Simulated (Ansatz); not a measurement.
Mulliken charges of `O=[CH][GeH2][Cl]` from ωB97M-V/def2-TZVPP in Ansatz (PBE0-D4/def2-TZVP geometry).

```csv
atom,x (Å),y (Å),z (Å),charge (e)
O1,0.990,-1.662,0.987,-0.221
C2,0.237,-1.208,0.174,0.049
Ge3,-0.025,0.775,0.004,0.272
Cl4,-1.457,1.055,-1.584,-0.285
H5,-0.341,-1.866,-0.513,0.098
H6,-0.619,1.365,1.289,0.044
H7,1.278,1.471,-0.403,0.044
```

Problem. By hand: the dipole of these point charges (1 e Å = 4.8032 D).

Solution. Σ q r = (0.197, 0.160, 0.232) e Å, of length 0.344 e Å = 1.65 D.

Problem. How does the dipole of the full density compare? (Best estimate.)

Solution. The calculation gave: (-0.002, 0.115, 0.006) e Å, 0.55 D; the point charges give 3.00 times that, at 61° from its direction.

Point charges leave out the atoms' own dipoles, such as those of lone pairs, and Mulliken's split depends on the basis, so the two needn't agree.
